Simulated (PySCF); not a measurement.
# Simulated characterisation data

- shieldings: GIAO PBE0/pcSseg-1
- geometry from GFN2-xTB
- B3LYP/pcJ-1 coupling constants (spin–dipole term left out of most H,H and C,H couplings)
- code: PySCF 2.14.0 with density-fitted response routines
- one computed conformer, one averaged value for each set of equivalent atoms, gas phase, non-relativistic

Scale: 1H (σ = 31.72 ppm) and 13C (σ = 186.93 ppm) vs TMS (reference shieldings calculated alike). Multiplet labels drop J under 1 Hz and among equivalent protons, and merge close values. Unscaled 3J(H,H) run several per cent high. Where no couplings were computed, multiplicities follow the n + 1 count of equivalent neighbours, and m marks all less simple cases (inequivalent or close neighbours, rings, F or P nearby). Shifts are as computed. Against solution values, carbons near 30 ppm lie about +3 ppm off and those near 130 ppm about +5 ppm. Of 1211 compounds with measured shifts, 218 miss one by over three times the rms of a fit or turn the order of signals round; such compounds aren't used in these exercises. OH and NH positions are gas-phase values without hydrogen bonding to other molecules.

Compound 1 (C2H6N2). 1H NMR (500 MHz, computed): δ 6.17 (d, J = 11.0 Hz, 1H), 5.95 (d, J = 11.0 Hz, 1H), 5.22 (br s, 1H), 2.80 (s, 3H). 13C{1H} NMR (computed): δ 115.1, 31.8. Structure: SMILES C=NNC.

Compound 2 (C5H13NO3Si). 1H NMR (500 MHz, computed): δ 5.09 (m, 1H), 5.09 (s, 1H), 4.85 (m, 1H), 3.99 (m, 1H), 3.75 (s, 3H), 2.68 (s, 3H), 2.26 (m, 1H), 1.52 (m, 1H), 0.34 (br s, 1H). 13C{1H} NMR (computed): δ 100.6 (CH), 60.5 (CH2), 57.0 (CH3), 40.9 (CH2), 28.1 (CH3). Structure: `C1CO[Si@@H](NC)O[C@@H]1OC`.

Compound 3 (C8H12OSi). 1H NMR (500 MHz, computed): δ 7.77 (m, 1H), 6.93 (d, 1H), 4.60 (m, 1H), 2.22 (s, 3H), 0.22 (d, 6H). 13C{1H} NMR (computed): δ 177.0, 155.3, 150.3, 98.5, 89.3, 5.3, -2.5. Structure: `CC#CC(=O)/C=C/[SiH](C)C`.
